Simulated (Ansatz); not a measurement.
Reaction: SnH3S (SMILES [SH][SnH2], doublet) → SnH3S (SMILES [SnH3][S], doublet)
Each species at its own B3LYP-D3(BJ)/def2-TZVP minimum (Ansatz, a first-principles code).

Total energies in hartree (Ansatz). Open shells are spin-unrestricted; no spin-orbit coupling. Cores are frozen in correlated methods (noble-gas shells, and filled d and f shells in the p block). Past Kr the def2 sets carry scalar-relativistic core potentials. Spin-orbit terms, left out, reach several kcal/mol for Br and I, and more for heavier atoms.

```csv
species,HF/def2-TZVPP,CCSD(T)/def2-TZVPP,HF/def2-QZVPP,CCSD(T)/def2-QZVPP,CCSDT(Q)/def2-TZVPP
"1: SnH3S (SMILES [SH][SnH2], doublet)",-612.63382,-612.95574,-612.64714,-612.99081,-612.95770
"2: SnH3S (SMILES [S][SnH3], doublet)",-612.62100,-612.92955,-612.63428,-612.96377,-612.93145
```

Question: Work out the isomerisation energy (electronic) in kcal/mol: take Hartree-Fock from def2-QZVPP, extrapolate the CCSD(T) correlation energy as X^-3 (X = 3, 4), and add CCSDT(Q) - CCSD(T) in def2-TZVPP. 1 hartree = 627.51 kcal/mol.

Answer: 
Species 1: correlation (64·(-0.34367) - 27·(-0.32192))/37 = -0.35954; step -0.00196; E1 = -612.64714 + (-0.35954) + (-0.00196) = -613.00864
Species 2: correlation (64·(-0.32949) - 27·(-0.30855))/37 = -0.34477; step -0.00190; E2 = -612.63428 + (-0.34477) + (-0.00190) = -612.98095
-1·E1 +1·E2 = 0.02769 hartree = 17.4 kcal/mol.
